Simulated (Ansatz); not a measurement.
A nudged elastic band was laid between two geometries of F₂H₂NSi (6 atoms, charge 0, multiplicity 2).

These are results of UKS PBE0-D4/def2-SVP in Ansatz, not measurements.

| Property | Result |
| --- | --- |
| movable images | 7 |
| climbing image | yes |
| spring | 2.0 to 10.0 eV/Å², energy-weighted |
| optimiser | quadratic models (default) |
| start path | through a guess of the saddle point |
| force threshold | 0.05 eV/Å |
| iteration limit | 60 |
| end points | relaxed |

First end point:

```xyz
6
Properties=species:S:1:pos:R:3
N -0.072 1.087 -0.813
Si 0.177 -0.215 0.312
F 1.573 -0.916 -0.071
F -0.949 -1.369 0.230
H -0.917 1.042 -1.395
H 0.230 0.307 1.691
```

Last end point:

```xyz
6
Properties=species:S:1:pos:R:3
N -0.395 1.151 -0.631
Si 0.123 -0.187 0.361
F 1.488 -0.806 -0.231
F -0.999 -1.344 0.319
H -0.521 0.905 -1.622
H 0.346 0.217 1.758
```

**Question.** What changes between the two ends?

**Answer.** No bond is made or broken. The dihedral H5–N1–Si2–F4 goes from 3 to -61°.

**Question.** Give the energies along the band, and the barrier.

**Answer.** The forces met the threshold. The highest image is number 7 of 0 to 8, 0.0 kcal/mol above the ends, which have the same energy within 2 meV. The top lies less than 8 meV above the higher end, about what the thresholds resolve: that end is a shoulder or a very shallow well. Another band between the same ends (7 images) ends at a top of the same energy, where a vibrational analysis finds no clearly imaginary modes.

```json
{"image": "0", "path coordinate (Å)": "0.00", "energy (kcal/mol)": "0.0", "dihedral H5–N1–Si2–F4 (°)": "3"}
{"image": "1", "path coordinate (Å)": "0.10", "energy (kcal/mol)": "0.0", "dihedral H5–N1–Si2–F4 (°)": "-6"}
{"image": "2", "path coordinate (Å)": "0.21", "energy (kcal/mol)": "0.0", "dihedral H5–N1–Si2–F4 (°)": "-15"}
{"image": "3", "path coordinate (Å)": "0.31", "energy (kcal/mol)": "0.0", "dihedral H5–N1–Si2–F4 (°)": "-24"}
{"image": "4", "path coordinate (Å)": "0.41", "energy (kcal/mol)": "0.0", "dihedral H5–N1–Si2–F4 (°)": "-33"}
{"image": "5", "path coordinate (Å)": "0.51", "energy (kcal/mol)": "0.0", "dihedral H5–N1–Si2–F4 (°)": "-42"}
{"image": "6", "path coordinate (Å)": "0.60", "energy (kcal/mol)": "0.0", "dihedral H5–N1–Si2–F4 (°)": "-51"}
{"image": "7", "path coordinate (Å)": "0.62", "energy (kcal/mol)": "0.0", "dihedral H5–N1–Si2–F4 (°)": "-53"}
{"image": "8", "path coordinate (Å)": "0.71", "energy (kcal/mol)": "0.0", "dihedral H5–N1–Si2–F4 (°)": "-61"}
```

**Question.** What is the geometry of the highest image?

**Answer.** 
```xyz
6
Properties=species:S:1:pos:R:3
N -0.338 1.158 -0.646
Si 0.130 -0.186 0.360
F 1.498 -0.817 -0.214
F -0.998 -1.338 0.307
H -0.583 0.900 -1.611
H 0.334 0.219 1.759
```

Time of the run: 3 min on 1 CPU thread of a shared host.
